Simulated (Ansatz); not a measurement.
`NBCCN` + `[GeH3][S][GeH3]` → `NB[S][GeH3]` + `NC[CH2][GeH3]`  (redistribution)

Program: Ansatz. Geometries: PBE0-D4/def2-TZVP. ΔE: electronic, gas phase. CCSD(T)/CBS is the MP2 limit (def2-TZVPP, def2-QZVPP) plus CCSD(T) − MP2 in def2-TZVPP, frozen cores. Functionals use def2-TZVPP. B3LYP here is the variant with VWN-RPA as its local correlation; programs differ in this. For Ge outer-core shells are correlated without core-valence functions, which leaves a few kJ/mol of doubt a bond. Scalar relativity is left out up to krypton. One conformer a species, not always the lowest.

Problem. Is it downhill or uphill in electronic energy at CCSD(T)/CBS, and by how much? (Estimate.)

Solution. Ansatz gave: Downhill: ΔE = -3.7 kJ/mol.

Problem. What do these levels give: PBE-D4, PBE0-D4, B3LYP-D4, ωB97X-V, ωB97M-V, PBE, r2SCAN, MP2/def2-TZVPP, CCSD/def2-TZVPP, CCSD(T)/def2-TZVPP, HF/CBS(def2), MP2/CBS(def2)? (An estimate is asked.)

Solution. Ansatz gave: PBE-D4 -2.7, PBE0-D4 -0.9, B3LYP-D4 0.9, ωB97X-V -0.6, ωB97M-V 0.9, PBE -3.8, r2SCAN -2.8, MP2/def2-TZVPP -5.8, CCSD/def2-TZVPP -2.4, CCSD(T)/def2-TZVPP -3.8, HF/CBS(def2) 7.2, MP2/CBS(def2) -5.6 kJ/mol.

Largest T1 diagnostic among the species: 0.012.

In def2-TZVPP, CCSD(T) changes the Hartree–Fock value by −10.0 kJ/mol (the triples alone add −1.4 kJ/mol) and MP2 by −11.9 kJ/mol.
